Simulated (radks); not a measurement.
Ionisation of the cobalt ion Co+, [Ar] 3d8, to [Ar] 3d7 as the strength of local exchange is varied. Calculated with a radial shooting solver on a logarithmic mesh with Libxc functionals: Dirac Kohn-Sham, Slater X-alpha exchange (alpha = 2/3 is LDA exchange), no correlation, spin-unpolarised, spherical densities, finite nucleus; open shells fill j = l - 1/2 first; Fermi nuclear charge, rms radius 3.7875 fm.

| alpha | E(Co+) (hartree) | exchange (hartree) | IE (eV) | -e of the level emptied (eV) | <r> of it (bohr) |
|---|---|---|---|---|---|
| 0.622 | -1384.62076 | -50.84274 | 17.386 | 10.574 (3d5/2) | 1.173 |
| 0.667 | -1388.30443 | -54.67922 | 18.133 | 11.164 (3d5/2) | 1.155 |
| 0.683 | -1389.61675 | -56.04842 | 18.404 | 11.380 (3d5/2) | 1.149 |
| 0.731 | -1393.56179 | -60.17207 | 19.237 | 12.047 (3d5/2) | 1.130 |
| 0.796 | -1398.92335 | -65.79447 | 20.409 | 12.996 (3d5/2) | 1.107 |
| 0.991 | -1415.14099 | -82.92410 | 24.233 | 16.172 (3d5/2) | 1.043 |

NIST Atomic Spectra Database: 17.084 eV (measured). The central value is not met in this range of alpha. Spin polarisation and multiplet splitting are left out, so open shells lie too high by an amount that depends on their filling.

Beside tabulated values, note that spin-unpolarised runs miss the spin-polarisation part of the exchange energy of open shells.
